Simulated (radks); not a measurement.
Q: The mean radii <r> (bohr) of the occupied orbitals of an atom or ion are listed with their occupations. Method: scalar-relativistic Kohn-Sham, PW91, spin-polarised, spherical densities, finite nucleus; Fermi nuclear charge, rms radius of each element as measured or else 0.836 A^(1/3) + 0.57 fm; computed with a radial shooting solver on a logarithmic mesh with Libxc functionals.

| orbital | occ. | <r> |
|---|---|---|
| 1s down | 1 | 0.01687 |
| 1s up | 1 | 0.01687 |
| 2s up | 1 | 0.07113 |
| 2s down | 1 | 0.07113 |
| 2p up | 3 | 0.06424 |
| 2p down | 3 | 0.06424 |
| 3s up | 1 | 0.1839 |
| 3s down | 1 | 0.1839 |
| 3p up | 3 | 0.1851 |
| 3p down | 3 | 0.1851 |
| 3d up | 5 | 0.1677 |
| 3d down | 5 | 0.1677 |
| 4s up | 1 | 0.4071 |
| 4s down | 1 | 0.4071 |
| 4p up | 3 | 0.4335 |
| 4p down | 3 | 0.4335 |
| 4d up | 5 | 0.4584 |
| 4d down | 5 | 0.4583 |
| 5s up | 1 | 0.9248 |
| 5s down | 1 | 0.9227 |
| 4f up | 7 | 0.4986 |
| 4f down | 7 | 0.4978 |
| 5p up | 3 | 1.063 |
| 5p down | 3 | 1.061 |
| 5d up | 5 | 1.431 |
| 5d down | 3 | 1.438 |

Name the element and its charge. Open shells, if any, are filled with parallel spins first.

A: Z = 79, gold, charge +3: Au3+ in [Xe] 4f14 5d8. The 1s radius gives Z: for a bare nucleus <r> = (2 gamma + 1)/(2Z) with gamma = sqrt(1 - (Z/c)^2), 0.01667 bohr for Z = 79, and screening makes it slightly larger (0.01687 here). The occupations add up to 76, and the charge is Z minus that.
